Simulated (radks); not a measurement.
Neutral chromium inside a hard spherical wall (all orbitals vanish at R), configuration held at [Ar] 3d5 4s1 and not refilled when levels cross. Calculated with a radial shooting solver on a logarithmic mesh with Libxc functionals: scalar-relativistic Kohn-Sham, LDA (Slater exchange, VWN5 correlation), spin-polarised, spherical densities, finite nucleus; open shells are filled with parallel spins first; Fermi nuclear charge, rms radius 3.6452 fm. Eigenvalues in eV for spin up, with the zero of energy where the potential of the charges vanishes at infinity; a dash marks a level that is unbound or too diffuse for the functional's potential to be trusted. A positive occupied level is held by the wall or, in an anion where self-interaction has pushed it up, behind a barrier. The pressure on the wall is -dE/dV.

R (bohr)  E (hartree)  kinetic (hartree)    e(3s)    e(3p)   e(4s)   e(3d)  e(4p, empty)  e(5s, empty)  pressure (GPa)
free      -1048.67540           1058.761  -74.349  -46.135  -4.637  -3.890        -1.296        -0.023               0
15        -1048.67540           1058.761  -74.348  -46.135  -4.636  -3.889        -1.291         0.395        < 0.0001
12        -1048.67536           1058.761  -74.343  -46.130  -4.633  -3.885        -1.261         0.959        0.000730
10        -1048.67502           1058.765  -74.312  -46.099  -4.607  -3.856        -1.158         1.946         0.00990
7         -1048.66507           1058.829  -73.838  -45.629  -4.152  -3.419        -0.183         7.225           0.539
6         -1048.64450           1058.933  -73.192  -44.991  -3.446  -2.827         1.010        12.250            2.22
5         -1048.58058           1059.206  -71.760  -43.587  -1.644  -1.508         3.699        22.226            10.2
4         -1048.36395           1059.992  -68.532  -40.449   3.415   1.575        10.499        44.485            56.8
3.5       -1048.08211           1060.933  -65.555  -37.565   9.243   4.591        17.829        66.363             152
3         -1047.47491           1062.915  -60.810  -32.939  20.629   9.739        31.429        104.06             466
